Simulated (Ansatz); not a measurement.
One change: `[OH][Ta](=[S])([Cl])[Cl]` becomes `[CH3][Ta](=[S])([Cl])[Cl]`.

Ansatz, PBE0-D4/def2-TZVP geometries, multiplicity 1. Each molecule was computed in one conformer, which needn't be the lowest.

Elements past krypton have def2 core potentials.

```json
{"property": "ideal-gas entropy at 298 K and 1 bar (rigid rotor, harmonic PBE0-D4/def2-TZVP) / J/(mol·K)", "`[OH][Ta](=[S])([Cl])[Cl]`": "377"}
{"property": "HOMO energy (ωB97M-V/def2-TZVPP) / eV", "`[OH][Ta](=[S])([Cl])[Cl]`": "-10.07"}
{"property": "LUMO energy (B3LYP/def2-TZVPP) / eV", "`[OH][Ta](=[S])([Cl])[Cl]`": "-2.53"}
{"property": "HOMO energy (B3LYP/def2-TZVPP) / eV", "`[OH][Ta](=[S])([Cl])[Cl]`": "-7.75"}
{"property": "HOMO–LUMO gap (B3LYP/def2-TZVPP) / eV", "`[OH][Ta](=[S])([Cl])[Cl]`": "5.22"}
{"property": "size of the dipole moment (ωB97M-V/def2-TZVPP) / D", "`[OH][Ta](=[S])([Cl])[Cl]`": "2.37"}
```

What does the change do to each property? (Estimate.)

Ansatz gave: 
```
                                                                                  property  `[CH3][Ta](=[S])([Cl])[Cl]`  shift
ideal-gas entropy at 298 K and 1 bar (rigid rotor, harmonic PBE0-D4/def2-TZVP) / J/(mol·K)                          393     16
                                                     HOMO energy (ωB97M-V/def2-TZVPP) / eV                       -10.03   0.04
                                                       LUMO energy (B3LYP/def2-TZVPP) / eV                        -2.77  -0.24
                                                       HOMO energy (B3LYP/def2-TZVPP) / eV                        -7.70   0.05
                                                     HOMO–LUMO gap (B3LYP/def2-TZVPP) / eV                         4.93  -0.29
                                        size of the dipole moment (ωB97M-V/def2-TZVPP) / D                         2.21  -0.16
```

With PBE0 the HOMO rises by 0.06 eV and the LUMO falls by 0.21 eV, so the gap narrows by about 0.27 eV. PBE moves the HOMO by 0.03 eV and ωB97M-V by 0.04 eV. The zero-point energy changes by 56.4 kJ/mol with +6 modes. Dipoles are sizes alone; their direction can turn.

B3LYP here is the variant with VWN-RPA as its local correlation; programs differ in this.
